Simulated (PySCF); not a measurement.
Mg(F)(OMe) (CH3FMgO), SMILES C[O][Mg][F].

Geometry: r2SCAN-D4/def2-SVP. One conformer was computed; it need not be the lowest.

Computed with C-PCM-B3LYP/def2-SVP in PySCF 2.14.0.

The values are the electrostatic part of the solvation free energy, E(continuum) − E(gas) at the gas-phase geometry, in a cavity of scaled van der Waals radii (PySCF's table); cavitation and dispersion terms are not included. A continuum can't describe solvent molecules that bind to the metal. In vacuum the orbital gap is 5.38 eV. The dipole moment in vacuum is 1.66 D.

| solvent | ε | ΔG(elec) (kcal/mol) | dipole (D) | gap (eV) |
|---|---|---|---|---|
| water | 78.36 | -13.9 | 1.61 | 5.84 |
| ethanol | 24.85 | -13.5 | 1.62 | 5.83 |
| acetone | 20.49 | -13.4 | 1.62 | 5.82 |
